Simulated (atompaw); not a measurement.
## nitrogen (N): PAW (atompaw) pseudisation with LDA (PW92), scalar-relativistic reference atom.

```
Element                 : nitrogen
Generator               : atompaw 4.2.0.5
Type                    : PAW
Functional              : LDA (PW92)
Relativity              : scalar-relativistic
Frozen core             : [He]
Valence charge          : 5
Reference configuration : 2s2 2p3
Partial waves           : 2s (bound): rc 2.10 bohr; 2s channel at 2.65 Ry: rc 0.75 bohr; 2p (bound): rc 2.10 bohr; 2p channel at 0.3 Ry: rc 2.10 bohr
Local potential         : troulliermartins scheme with l = 2 at 0 Ry, radius 2.05 bohr
Core correction         : smooth core density matched at 1.70 bohr
Augmentation charge     : sinc compensation charge, radius 1.60 bohr; PAW radius 2.10 bohr; waves and projectors: custom polynom2 7 10 vanderbiltortho
```

* Cutoffs needed: 15 Ry and 21 Ry (the cutoffs (Ry, on a coarse ladder) from which the occupation-weighted sum of valence levels, in a spherical-Bessel basis at the reference potential, stays within 10 and 1 mRy of its value at 400 Ry)
* Ghost test: no extra level below or beside the all-electron valence levels (s, p, d, f tested) (spherical-Bessel basis up to 400 Ry, 20 bohr box)
* Lowest eigenvalue of the overlap operator: 0.77 (s channel)
* Overlap eigenvalues printed by atompaw (projector basis): 0.222, 1.04, 56.7, 1.06e+05
* Share of each valence orbital outside the PAW sphere: 2s 11 %, 2p 19 %
